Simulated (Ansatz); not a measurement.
System: C3H4O, charge 0, multiplicity 1. 
Structure (B3LYP-D3(BJ)/def2-TZVP (Ansatz, a program for electronic structure) minimum search):
SMILES: O=C1CC1
```xyz
8

C     -0.3771     1.0863     0.1628
C     -1.1239    -0.2898     0.0411
C      0.3346    -0.1776    -0.0455
O      1.3819    -0.7333    -0.1877
H     -0.3401     1.5520     1.1409
H     -0.4647     1.7796    -0.6657
H     -1.6886    -0.4755    -0.8653
H     -1.5639    -0.7030     0.9413
```
Charge 0, spin multiplicity 1.

Basis-set convergence of Hartree-Fock and MP2 correlation energies (hartree) with Ansatz. Correlated levels leave the core frozen unless marked. Spin-orbit coupling is left out. No relativistic terms.

```csv
basis,functions,E(HF),"E(corr, MP2)"
cc-pVDZ,-,-190.74058,-0.58052
cc-pVTZ,176,-190.79501,-0.71589
cc-pVQZ,340,-190.80846,-0.76416
```

Extrapolating the two largest sets (X = 3 and 4) as X^-3: E(corr) = (64·(-0.76416) - 27·(-0.71589))/37 = -0.7994 Eh, an estimate of the basis-set limit. The largest set recovers 95.6 % of it, the smallest 72.6 %.
